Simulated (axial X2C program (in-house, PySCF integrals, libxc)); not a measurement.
# CuB⁺: from the spin-free to the two-component result

Computed with an axial X2C code built on PySCF integrals. Spin-free means the one-electron spin-free X2C Hamiltonian; two-component (2c) means X2C with spin–orbit coupling and atomic mean-field two-electron Coulomb and Gaunt terms, so the difference of the two also holds small scalar two-electron terms. Basis: Cu dyall-cv3z [9s9p6d3f2g], B dyall-v3z [7s6p2d1f] (cores contracted in-house); Gaussian nuclei, density fitting, unrestricted open shells. Masses: Cu 62.930 u, B 11.009 u.

Spin-free state: M_S = 1/2, Λ = 0 (beyond evenly filled blocks: σα); fragments Cu+ + B.

```json
{"level": "PBE0", "Re (Å)": "1.898", "ωe (cm⁻¹)": "536.2", "De (eV)": "2.749", "μ (D)": "1.03"}
{"level": "HF", "Re (Å)": "2.203", "ωe (cm⁻¹)": "316.7", "De (eV)": "1.332", "μ (D)": "1.24"}
{"level": "MP2", "Re (Å)": "1.849", "ωe (cm⁻¹)": "563.2", "De (eV)": "2.477", "μ (D)": "n/a"}
{"level": "CCSD", "Re (Å)": "1.964", "ωe (cm⁻¹)": "437.0", "De (eV)": "2.052", "μ (D)": "n/a"}
{"level": "B97-3", "Re (Å)": "1.931", "ωe (cm⁻¹)": "495.1", "De (eV)": "2.529", "μ (D)": "1.07"}
```

Correlated methods: 13 electrons correlated (number of frozen shells: Cu 3 s, 2 p; B 1 s), 227 virtual spin orbitals or spinors in MP2, 90 natural virtuals in coupled cluster.

Dipoles are positive if B is the positive end and refer to the centre of mass.

Two-component determinant lowest at the distance of the search:

Ω = 1/2 (⟨Sz⟩ = 0.50, ⟨Lz⟩ = 0.00 at HF); fragments Cu+ + B.

```
level  Re (Å)  ωe (cm⁻¹)  De (eV)  μ (D)
 PBE0   1.899      535.6    2.746   1.03
   HF   2.204      316.3    1.297   1.24
  MP2   1.850      562.1    2.471    n/a
 CCSD   1.965      435.8    2.048    n/a
B97-3   1.932      494.5    2.525   1.07
```

**Question.** From the two tables, how do the constants change at the CCSD level (2c against spin-free)?

**Answer.** At the CCSD level Re increases by 0.001 Å and ωe drops by 1.2 cm⁻¹; De changes by -0.004 eV.

Occupations by symmetry block were frozen at the best pattern of an incomplete PBE0 search. De is counted from the lowest determinant-based energies of the atoms at the same level, without counterpoise correction. Density functionals use the spin component along the axis (collinear). CCSD ran in a truncated set of natural virtual spinors with an MP2 remainder; without triples it tends to underbind. The 2c atoms are single determinants rather than J levels; their spin–orbit lowering is only partly caught, and De is too large by that part. This holds for PBE0, B97-3. Without a current term, density functionals place determinants with orbital angular momentum somewhat too high.
